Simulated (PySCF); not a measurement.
Electronic structure of Cs (caesium, neutral) at the PBE0 level

Configuration: [Xe] 5d1, 2D determinant (an excited configuration). Calculation: PySCF 2.14, in x2c-TZVPPall; scalar relativity by spin-free X2C-1e.

| Quantity | Value |
| --- | --- |
| Total energy | -7785.69 hartree |
| One-electron energy | -10643.05 hartree |
| Hartree (Coulomb) energy | 3051.47 hartree |
| Exchange-correlation energy | -194.11 hartree |
| ⟨S²⟩ | 0.7504 |
| ⟨L²⟩ | 6.004 |
| Sum of ⟨r⟩ | 42.54 bohr |
| Sum of ⟨r²⟩ | 102.3 bohr² |
| Traceless quadrupole moment −½Σ⟨3z² − r²⟩ along its main axis | 14.4 e·bohr² |
| Langevin diamagnetic susceptibility | -81.0 ×10⁻⁶ cm³/mol |

```json
{"shell": "1s β", "electrons": "1", "mean orbital energy (eV)": "-35832.6", "spread (eV)": "0", "rms radius, mean of both spins (bohr)": "0.0298"}
{"shell": "1s α", "electrons": "1", "mean orbital energy (eV)": "-35832.6", "spread (eV)": "0", "rms radius, mean of both spins (bohr)": "0.0298"}
{"shell": "2s α", "electrons": "1", "mean orbital energy (eV)": "-5647.8", "spread (eV)": "0", "rms radius, mean of both spins (bohr)": "0.121"}
{"shell": "2s β", "electrons": "1", "mean orbital energy (eV)": "-5647.8", "spread (eV)": "0", "rms radius, mean of both spins (bohr)": "0.121"}
{"shell": "2p α", "electrons": "3", "mean orbital energy (eV)": "-5069.5", "spread (eV)": "0.005", "rms radius, mean of both spins (bohr)": "0.108"}
{"shell": "2p β", "electrons": "3", "mean orbital energy (eV)": "-5069.5", "spread (eV)": "0.010", "rms radius, mean of both spins (bohr)": "0.108"}
{"shell": "3s α", "electrons": "1", "mean orbital energy (eV)": "-1186.0", "spread (eV)": "0", "rms radius, mean of both spins (bohr)": "0.319"}
{"shell": "3s β", "electrons": "1", "mean orbital energy (eV)": "-1186.0", "spread (eV)": "0", "rms radius, mean of both spins (bohr)": "0.319"}
{"shell": "3p α", "electrons": "3", "mean orbital energy (eV)": "-998.24", "spread (eV)": "0.019", "rms radius, mean of both spins (bohr)": "0.319"}
{"shell": "3p β", "electrons": "3", "mean orbital energy (eV)": "-998.24", "spread (eV)": "0.022", "rms radius, mean of both spins (bohr)": "0.319"}
{"shell": "3d α", "electrons": "5", "mean orbital energy (eV)": "-720.34", "spread (eV)": "0.017", "rms radius, mean of both spins (bohr)": "0.297"}
{"shell": "3d β", "electrons": "5", "mean orbital energy (eV)": "-720.33", "spread (eV)": "0.024", "rms radius, mean of both spins (bohr)": "0.297"}
{"shell": "4s α", "electrons": "1", "mean orbital energy (eV)": "-228.86", "spread (eV)": "0", "rms radius, mean of both spins (bohr)": "0.738"}
{"shell": "4s β", "electrons": "1", "mean orbital energy (eV)": "-228.85", "spread (eV)": "0", "rms radius, mean of both spins (bohr)": "0.738"}
{"shell": "4p α", "electrons": "3", "mean orbital energy (eV)": "-168.02", "spread (eV)": "0.036", "rms radius, mean of both spins (bohr)": "0.788"}
{"shell": "4p β", "electrons": "3", "mean orbital energy (eV)": "-168.02", "spread (eV)": "0.046", "rms radius, mean of both spins (bohr)": "0.788"}
{"shell": "4d α", "electrons": "5", "mean orbital energy (eV)": "-78.159", "spread (eV)": "0.041", "rms radius, mean of both spins (bohr)": "0.903"}
{"shell": "4d β", "electrons": "5", "mean orbital energy (eV)": "-78.152", "spread (eV)": "0.065", "rms radius, mean of both spins (bohr)": "0.903"}
{"shell": "5s α", "electrons": "1", "mean orbital energy (eV)": "-29.221", "spread (eV)": "0", "rms radius, mean of both spins (bohr)": "1.86"}
{"shell": "5s β", "electrons": "1", "mean orbital energy (eV)": "-29.150", "spread (eV)": "0", "rms radius, mean of both spins (bohr)": "1.86"}
{"shell": "5p α", "electrons": "3", "mean orbital energy (eV)": "-15.126", "spread (eV)": "0.047", "rms radius, mean of both spins (bohr)": "2.23"}
{"shell": "5p β", "electrons": "3", "mean orbital energy (eV)": "-14.982", "spread (eV)": "0.233", "rms radius, mean of both spins (bohr)": "2.23"}
{"shell": "5d α", "electrons": "1", "mean orbital energy (eV)": "-1.228", "spread (eV)": "0", "rms radius, mean of both spins (bohr)": "7.13"}
```

Spin-orbit coupling, absent here, splits the open shell strongly.

Densities and radii are taken from the X2C orbitals without a picture-change correction, which distorts them close to the nucleus.
